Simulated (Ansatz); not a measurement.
Cl2H2S2Ti, SMILES `[SH][Ti]([SH])([Cl])[Cl]`. Charge 0, multiplicity 1.

```tsv
atom	x (Å)	y (Å)	z (Å)
S1	-1.849	1.184	-0.007
Ti2	0.191	0.269	0.258
S3	0.522	-0.812	-1.698
Cl4	1.627	1.883	0.500
Cl5	0.239	-1.168	1.899
H6	-2.403	-0.013	0.281
H7	1.674	-1.343	-1.234
```

Task: List the harmonic frequencies (cm⁻¹, unscaled) at PBE0-D4/def2-TZVP in Ansatz. (Estimate.)

Result: Ansatz gave: 84, 104, 119, 125, 128, 172, 256, 370, 433, 449, 490, 540, 562, 2664, 2671.

Task: Is this a minimum?

Result: Yes, all 15 modes are real.

Task: Give the ideal-gas thermochemistry at 298.15 K and 1 bar (rigid rotor, harmonic oscillator; point group C1, symmetry number 1).

Result: Zero-point energy 54.8 kJ/mol; H(298) − E = 80.9 kJ/mol; entropy 402.8 J/(mol·K), of which translation 174.0, rotation 124.7, vibration 104.1; G(298) − E = -39.2 kJ/mol. Modes under 100 cm⁻¹ are hindered rotations or soft bends, so the harmonic entropy is rough.
